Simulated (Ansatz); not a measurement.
Input file for Ansatz (a quantum-chemistry and plane-wave program): R-PBE0/def2-TZVPP on H5NO2Sn (SMILES [NH2][SnH]([OH])[OH]), a point of a torsion scan. Elements past Kr take the def2 small-core potentials; no spin–orbit coupling.

Ansatz 0.2 input:
```yaml
crystal:
  periodic: [false, false, false]
  atoms:
    - {symbol: N, position_ang: [1.66415626, -0.58877486, 0.17300450]}
    - {symbol: Sn, position_ang: [-0.21949204, -0.05030516, 0.52946519]}
    - {symbol: O, position_ang: [-1.30053948, -0.78507463, -0.92764556]}
    - {symbol: O, position_ang: [-0.42326611, 1.86715674, 0.38038121]}
    - {symbol: H, position_ang: [2.15700975, 0.09612539, -0.38964456]}
    - {symbol: H, position_ang: [1.71902321, -1.46749570, -0.32775104]}
    - {symbol: H, position_ang: [-0.73556632, -0.45285183, 2.04572753]}
    - {symbol: H, position_ang: [-2.23671917, -0.59539224, -0.91082262]}
    - {symbol: H, position_ang: [-0.54836863, 2.20006969, -0.50774801]}
basis:
  gaussian:
    orbitals: def2-TZVPP
hamiltonian:
  xc: {name: PBE0}
scf: {lower_state_search: off}
```

Predict the final total energy.

-422.4206 hartree.
